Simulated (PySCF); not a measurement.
C4H8BN.
Cartesian coordinates in Å at the PBE0-D3(BJ)/def2-SVP level; atoms count from 1:
```xyz
14
C4H8BN angstrom
B      3.0747   -0.1386    0.4479
N      1.6068   -0.3261    0.0523
C      0.5046   -0.4684   -0.2467
C     -0.8960   -0.6453   -0.6022
C     -1.8235    0.1177    0.3074
C     -2.6726    1.0489   -0.1202
H      3.3129   -1.0099    1.2737
H      3.7177   -0.2782   -0.5843
H      3.1558    0.9923    0.9079
H     -1.1093   -1.7286   -0.5604
H     -1.0270   -0.3342   -1.6513
H     -1.7740   -0.1416    1.3703
H     -2.7384    1.3344   -1.1749
H     -3.3392    1.5627    0.5762
```

Computed at PBE0/pcSseg-1 (PySCF, non-relativistic), with Q(11B) = 0.04059 b, Q(14N) = 0.02044 b: B1, 11B (I = 3/2): χzz = 2.403 MHz, η = 0.009; N2, 14N (I = 1): χzz = -2.260 MHz, η = 0.100.

(1) Find the zero-field quadrupole resonance frequencies of 11B at B1.

(2) Where would the pure quadrupole (NQR) lines of 14N at N2 fall for the rigid, isolated species?

Results:

(1) From ν = (|χ|/2)√(1 + η²/3): ν = 1.201 MHz (four-coordinate boron).

(2) From ν± = (3/4)|χ|(1 ± η/3) and ν0 = |χ|η/2: ν+ 1.752 MHz, ν− 1.638 MHz, ν0 0.114 MHz (nitrogen bonded to B and C).

In a crystal, neighbours and librations shift these lines. With so small a basis the couplings can be 20 % off.

One conformer stands for the species.
